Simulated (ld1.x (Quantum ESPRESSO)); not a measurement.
## ruthenium (Ru): one change to a TM potential, before and after

| Quantity | Value |
| --- | --- |
| Element | Ru (Z = 44) |
| Generator | ld1.x (Quantum ESPRESSO) 7.5 |
| Type | norm-conserving Troullier–Martins (Kleinman–Bylander form) |
| Functional | PBE |
| Relativity | scalar-relativistic |
| Frozen core | [Ar] 3d10 |
| Valence charge | 16 |
| Reference configuration | 4s2 4p6 4d6 5s0 5p0 (charge +2) |
| Partial waves | 4s (bound): rc 1.45 bohr; 4p (bound): rc 1.55 bohr; 4d (bound): rc 2.15 bohr |
| Local potential | the d channel |
| Core correction | none |

Change: wave 4p (bound): rc 1.55 bohr becomes 4p (bound): rc 1.38 bohr.

Cutoffs: the cutoffs (Ry, on a coarse ladder) from which the occupation-weighted sum of valence levels, in a spherical-Bessel basis at the reference potential, stays within 10 and 1 mRy of its value at 400 Ry; they do not see the model core or the augmentation charge, which bear on the density cutoff. Errors are all-electron minus pseudo energies relative to the spin-unpolarised reference configuration.

Question: What does the change do?

Answer: The potential gets harder (70 Ry and 100 Ry → 80 Ry and 120 Ry); the errors of the 7 common tests hardly move; neither file shows a bound ghost. A smaller radius makes the pseudo-wave follow the all-electron one further in, where it bends more sharply, so more plane waves are needed.

```csv
quantity,base,changed
"cutoff, loose",70 Ry,80 Ry
"cutoff, tight",100 Ry,120 Ry
loose cutoff by channel (10 mRy a level),"s 55 Ry, p 25 Ry, d 35 Ry","s 55 Ry, p 50 Ry, d 35 Ry"
bound ghosts,none,none
"error for 4s2 4p6 4d7 5s1 5p0, meV [ΔE -25.48 eV]",+166,+166
"error for 4s2 4p6 4d7 5s0 5p0, meV [ΔE -18.19 eV]",-6.7,-6.7
"error for 4s2 4p6 4d5 5s0 5p0, meV [ΔE 30.62 eV]",-2.9,-3.3
"error for 4s1 4p6 4d7 5s1 5p0, meV [ΔE 57.21 eV]",+271,+270
"error for 4s2 4p6 4d8 5s0 5p0, meV [ΔE -25.81 eV]",-25,-25
"error for 4s2 4p5 4d7 5s1 5p0, meV [ΔE 26.91 eV]",+316,+326
"error for 4s2 4p6 4d6 5s2 5p0, meV [ΔE -23.78 eV]",+478,+480
s: phases at 2.36 bohr within 0.05 rad from the reference energy up to (Ry; the scan ends near 5),-1.8,-1.8
p: phases at 2.36 bohr within 0.05 rad from the reference energy up to (Ry; the scan ends near 5),to the end of the scan,to the end of the scan
d: phases at 2.36 bohr within 0.05 rad from the reference energy up to (Ry; the scan ends near 5),1.0,1.0
```
